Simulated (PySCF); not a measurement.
ClH4InN2, SMILES [NH2][In]([NH2])[Cl].

The structure is a stationary point at PBE0-D3(BJ)/def2-SVP. The structure was generated by enumeration; whether it is a known compound was not checked. The def2 effective core potentials stand for the cores of In; spin–orbit coupling is left out. The values are those of a single conformer.

Two levels are set side by side: TDA-PBE/def2-SVPD (PySCF) and TDA-LC-ωPBE/def2-SVPD (PySCF). Vertical, same geometry. The lowest singlet is HOMO→LUMO 90 % with PBE and HOMO→LUMO 78 % with the other functional; states are paired by order. Differences are taken from unrounded values.

```
quantity                               TDA-LC-ωPBE
-------------------------------------  -----------
lowest singlet excitation (eV)                5.57
lowest triplet excitation (TDA) (eV)          4.69
first bright state (f over 0.05) (eV)         5.57
its oscillator strength                       0.06
```

### Question
What does TDA-PBE give, and how far is it from TDA-LC-ωPBE? (Estimate from the structure and the level; the computed values follow.)

### Answer

| quantity | TDA-PBE | TDA-PBE minus TDA-LC-ωPBE |
|---|---|---|
| lowest singlet excitation (eV) | 4.08 | -1.50 |
| lowest triplet excitation (TDA) (eV) | 3.41 | -1.28 |
| first bright state (f over 0.05) (eV) | 5.41 | -0.16 |
| its oscillator strength | 0.06 | 0.00 |

Functionals without exact exchange tend to place singlet excitations lower, as here. Differences between two approximate levels are no errors against the true value.

Rough cost on one machine, each run with all the roots and properties that it gave: TDA-LC-ωPBE against TDA-PBE about 3 times.
